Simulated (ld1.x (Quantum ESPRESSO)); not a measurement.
# Scattering properties, RRKJ potential for ytterbium

ld1.x (Quantum ESPRESSO) 7.5 input, shortened:

```
&input
   title='Yb', zed=70., rel=1, dft='PBESOL', iswitch=3,
   config='[Xe] 4f14 5d0 6s2 6p0'
 /
 &inputp
   pseudotype=2, tm=.false., lloc=2,
   nlcc=.true., new_core_ps=.true., rcore=0.60
 /
4
5S  1  0   2.00   0.00  1.95  1.95  0.0
5P  2  1   6.00   0.00  1.60  1.60  0.0
4F  4  3  14.00   0.00  1.30  1.30  0.0
5D  3  2   0.00   0.00  2.05  2.05  0.0
 &test
   configts(1)='4f14 5s2 5p6 5d0 6s2 6p0'
 /
```

Occupied shells without a wave of their own: 6s. They enter only through the test configuration that unscreens the potential, and ld1.x also counts them in the model core charge.

The phase is arctan(r·u′/u) with u = r·R(r), unwrapped; energies in Ry, scanned from -6 to 5 Ry. A pole is an energy at which the radial function vanishes at the test radius. The pseudo phase is shifted by a multiple of π to meet the all-electron one at the reference energy, and phase errors are pseudo minus all-electron; the curves can meet again beyond the range given. Levels narrower than the energy grid can be missing from the lists of poles.

Task: For each channel, where are the poles, and over which energies does the pseudopotential scatter like the atom?

Result:

```
channel  radius (bohr)  reference energy (Ry)  poles, all-electron  poles, pseudo  unbroken range about the reference energy with phases within 0.05 rad  phase error 1 Ry above the reference energy (rad)
      s           2.24                  -4.04                -3.79          -3.79                                                             below -0.3                                             +0.004
      p           2.24                  -2.02                -1.40    -1.44, 0.60                                                             below -0.7                                             -0.024
      d           2.24                  -0.05                 1.98           1.97                                                        the whole range                                             -0.001
      f           2.24                  -0.22                -0.14          -0.14                                                              below 1.7                                             +0.013
```

Note: ghost state, extra bound levels that the all-electron valence spectrum of the same l lacks: p at -1.88 eV. A true bound ghost makes a file unfit for plane-wave use. ld1.x takes every shell without a wave as core, so the model core holds the 6s electrons as well and exchange and correlation see them twice. This cancels in the reference configuration, but the file is broken for other ones, and its errors say nothing about a proper core correction.

Phases in the d channel:

```tsv
E (Ry)	all-electron	pseudo
-6.00	1.383	1.383
-5.48	1.374	1.374
-4.96	1.363	1.363
-4.44	1.349	1.349
-3.92	1.333	1.333
-3.40	1.313	1.313
-2.88	1.286	1.286
-2.36	1.250	1.249
-1.84	1.195	1.194
-1.32	1.103	1.103
-0.80	0.916	0.915
-0.28	0.400	0.400
0.24	-0.694	-0.695
0.76	-1.242	-1.243
1.28	-1.442	-1.443
1.80	-1.544	-1.546
2.32	-1.612	-1.615
2.84	-1.667	-1.672
3.36	-1.719	-1.726
3.88	-1.776	-1.787
4.40	-1.848	-1.869
4.92	-1.956	-1.999
```
